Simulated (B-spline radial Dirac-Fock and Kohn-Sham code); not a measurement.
A summary of the ionisation energies of molybdenum (Z = 42) against charge, from multi-electron Dirac-Fock with separately optimised hole states, Breit and Lamb-shift corrections added in first order and from the NIST table. The largest relative steps of the computed values, from charge +5 on, come at Mo⁶⁺ (36 electrons left, 67.52 to 125.4 eV); Mo¹⁴⁺ (28 electrons left, 301.3 to 542.9 eV); Mo³²⁺ (10 electrons left, 1790.2 to 4290.0 eV); Mo⁴⁰⁺ (2 electrons left, 5713.0 to 23808.7 eV). The median of |NIST − computed| / NIST over the 42 ions is 0.70 %.

| charge | computed (eV) | NIST (eV) |
| --- | --- | --- |
| 0 | 5.61 | 7.09243 |
| 3 | 38.22 | 40.33 |
| 6 | 125.4 | 125.638 |
| 9 | 184.8 | 186.3 |
| 12 | 276.6 | 279.1 |
| 15 | 595.9 | 591 |
| 18 | 764.9 | 758 |
| 21 | 948.5 | 953 |
| 24 | 1270.9 | 1263 |
| 27 | 1455.3 | 1462 |
| 30 | 1723.9 | 1730.1 |
| 33 | 4468.3 | 4430 |
| 36 | 5021.0 | 5084 |
| 39 | 5713.0 | 5713.194 |
